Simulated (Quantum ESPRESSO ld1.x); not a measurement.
Values are calculated unless marked as measured or tabulated.
The mean radii <r> (bohr) of the occupied orbitals of an atom or ion are listed with their occupations. Level of theory: scalar-relativistic Kohn-Sham, LDA (Slater exchange, VWN5 correlation), spin-polarised, spherical densities, point nucleus (ld1.x of Quantum ESPRESSO 7.5).

| orbital | occ. | <r> |
|---|---|---|
| 1s up | 1 | 0.07698 |
| 1s down | 1 | 0.07698 |
| 2s up | 1 | 0.3613 |
| 2s down | 1 | 0.3608 |
| 2p up | 3 | 0.3229 |
| 2p down | 3 | 0.3224 |
| 3s up | 1 | 0.9748 |

Name the element and its charge. Open shells, if any, are filled with parallel spins first.

Answer. Z = 20, calcium, charge +9: Ca9+ in [Ne] 3s1. The 1s radius gives Z: for a bare nucleus <r> = (2 gamma + 1)/(2Z) with gamma = sqrt(1 - (Z/c)^2), 0.07446 bohr for Z = 20, and screening makes it slightly larger (0.07698 here). The occupations add up to 11, and the charge is Z minus that.
